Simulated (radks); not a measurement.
Nb9+, configuration [Ar] 3d10 4s2 4p2. All-electron calculation, scalar-relativistic Kohn-Sham, exchange-only LDA, spin-polarised, spherical densities, point nucleus; open shells are filled with parallel spins first (spin-orbit coupling, left out, can overturn this in heavy ions). Program: a radial shooting solver on a logarithmic mesh with Libxc functionals.

Unscreened Slater integrals over Kohn-Sham orbitals (eV). They are taken over the spin-up orbitals.

\begin{tabular}{lr}
integral & value \\ \hline
F0(4p,4p) & 21.749 \\
F2(4p,4p) & 11.578 \\
F0(4p,4s) & 22.404 \\
G1(4p,4s) & 15.349 \\
F0(4p,3d) & 27.793 \\
F2(4p,3d) & 7.0935 \\
G1(4p,3d) & 2.3922 \\
G3(4p,3d) & 2.3240 \\
F0(4p,3p) & 27.658 \\
F2(4p,3p) & 7.2785 \\
G0(4p,3p) & 1.9440 \\
G2(4p,3p) & 2.3238 \\
F0(4s,4s) & 23.142 \\
F0(4s,3d) & 29.203 \\
G2(4s,3d) & 2.6527 \\
F0(4s,3p) & 29.059 \\
G1(4s,3p) & 2.5283 \\
F0(3d,3d) & 57.790 \\
F2(3d,3d) & 28.423 \\
F4(3d,3d) & 18.047 \\
F0(3d,3p) & 56.067 \\
F2(3d,3p) & 27.089 \\
G1(3d,3p) & 31.777 \\
G3(3d,3p) & 20.136 \\
F0(3p,3p) & 55.191 \\
F2(3p,3p) & 27.765 \\
\end{tabular}

Derived for the open shells (J is the average intra-shell exchange parameter used in DFT+U). 4p: J = F2/5 = 2.316 eV.
